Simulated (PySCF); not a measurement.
C4H8BFO2.
SMILES: `CC[C@@H]1OBO[C@@H]1F`

Vertical excitations from PySCF (density fitting, frozen core in the response, grid level 2 and gas phase unless stated; continuum runs use non-equilibrium linear response for the excitations) on a GFN2-xTB geometry. Reference run:

```tsv
settings	S1, eV (f)	S2, eV (f)	S3, eV (f)	S4, eV (f)	S5, eV (f)	S6, eV (f)	T1, eV (Tamm–Dancoff)	mean α (au)
PBE0/def2-SVPD, full TDDFT, 6 singlets	7.88 (0.044)	8.29 (0.015)	8.36 (0.029)	8.79 (0.005)	8.85 (0.001)	8.89 (0.002)	7.11	65.6
```

Task: What do these settings give: BP86/cc-pVDZ, full TDDFT, 12 singlets?

Result: 
```
                             settings    S1, eV (f)    S2, eV (f)    S3, eV (f)    S4, eV (f)    S5, eV (f)    S6, eV (f)  T1, eV (Tamm–Dancoff)  mean α (au)
BP86/cc-pVDZ, full TDDFT, 12 singlets  7.15 (0.026)  7.49 (0.051)  8.01 (0.001)  8.21 (0.008)  8.32 (0.001)  8.47 (0.002)                   6.51         60.2
```

S1 moves by -0.73 eV; functional and basis change together, so the shift can't be laid on one. States are counted by energy in each run and needn't keep their character from row to row.

Task: Which orbital pairs make up S1 in each run, and how does it sit against the orbital gap?

Result: 
```csv
settings,S1 configurations (weight),S1 (eV),orbital gap (eV),S1 − gap (eV)
"PBE0/def2-SVPD, full TDDFT, 6 singlets",H→L 0.97,7.88,9.10,-1.22
"BP86/cc-pVDZ, full TDDFT, 12 singlets","H→L 0.65, H−1→L 0.32",7.15,6.81,+0.34
```

Conformer computed: `[CH3:1][CH2:2][C@@H:3]1[O:4][BH:5][O:6][C@@H:7]1[F:8]`: C1–C2–C3–O4 -66°.

One conformer stands for the species.
